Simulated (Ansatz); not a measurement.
`Cl[SiH]1NCO1`. Charge 0, multiplicity 1.

Z-matrix (Å, degrees):
```
Si
N 1 1.710
C 1 2.205 2 41.6
Cl 1 2.047 2 117.4 3 -109.6
O 1 1.657 2 82.1 3 5.0
H 1 1.473 2 120.1 3 120.7
H 2 1.005 1 131.6 3 128.6
H 3 1.094 1 128.3 2 90.0
H 3 1.096 1 121.3 2 -96.7
```

(1) Give the diagnostics of a CCSD(T)/def2-TZVPP run (frozen core, the Gaussian-basis code of Ansatz). (Best estimate.)

Results:

(1) Ansatz gave: T1 = 0.0111, largest single amplitude 0.011, largest double 0.012, (T) share of the correlation energy 4.0 %, 9 CCSD cycles. The RHF solution is stable towards an unrestricted one. T1 lies under the customary mark of 0.02 for closed shells.
